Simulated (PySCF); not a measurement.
C6H6O, SMILES C#C[C@@H]1CC=CO1. Atoms are numbered in the order given.

```xyz
13

C      2.6008    -0.2378     0.8220
C      1.5888     0.0745     0.2359
C      0.3668     0.4860    -0.4590
C     -0.7129     1.0911     0.4943
C     -1.7709     0.0134     0.4689
C     -1.4265    -0.9009    -0.4426
O     -0.2497    -0.6684    -1.0888
H      3.4974    -0.5248     1.3384
H      0.6336     1.1829    -1.2690
H     -1.0898     2.0560     0.1126
H     -0.2975     1.2754     1.4970
H     -2.6755     0.0049     1.0738
H     -1.9471    -1.8051    -0.7598
```

The structure is a stationary point at B3LYP-D3(BJ)/def2-SVP. The structure was generated by enumeration; whether it is a known compound was not checked. The values are those of a single conformer.

Two levels are set side by side: PBE/pcSseg-1 (PySCF) and B3LYP/pcSseg-1 (PySCF). GIAO shifts against H2O (¹⁷O), TMS (¹H), TMS (¹³C) at the same level; non-relativistic, no solvent, atoms listed together averaged. Differences are taken from unrounded values.

```json
[
 {"quantity": "δ(¹³C) of C1 (ppm)", "B3LYP": "79.2", "PBE": "78.6", "PBE minus B3LYP": "-0.6"},
 {"quantity": "δ(¹³C) of C2 (ppm)", "B3LYP": "88.5", "PBE": "88.8", "PBE minus B3LYP": "0.3"},
 {"quantity": "δ(¹³C) of C3 (ppm)", "B3LYP": "75.5", "PBE": "77.6", "PBE minus B3LYP": "2.0"},
 {"quantity": "δ(¹³C) of C4 (ppm)", "B3LYP": "45.2", "PBE": "46.2", "PBE minus B3LYP": "1.0"},
 {"quantity": "δ(¹³C) of C5 (ppm)", "B3LYP": "104.6", "PBE": "101.8", "PBE minus B3LYP": "-2.8"},
 {"quantity": "δ(¹³C) of C6 (ppm)", "B3LYP": "157.0", "PBE": "153.3", "PBE minus B3LYP": "-3.8"},
 {"quantity": "δ(¹⁷O) of O7 (ppm)", "B3LYP": "162.2", "PBE": "174.6", "PBE minus B3LYP": "12.3"},
 {"quantity": "δ(¹H) of H8 (ppm)", "B3LYP": "2.54", "PBE": "2.47", "PBE minus B3LYP": "-0.07"},
 {"quantity": "δ(¹H) of H9 (ppm)", "B3LYP": "5.34", "PBE": "5.54", "PBE minus B3LYP": "0.20"},
 {"quantity": "δ(¹H) of H12 (ppm)", "B3LYP": "5.11", "PBE": "5.06", "PBE minus B3LYP": "-0.05"},
 {"quantity": "δ(¹H) of H13 (ppm)", "B3LYP": "6.49", "PBE": "6.43", "PBE minus B3LYP": "-0.05"}
]
```

Rough cost on one machine, each run with all the roots and properties that it gave: B3LYP against PBE within a factor of 2.
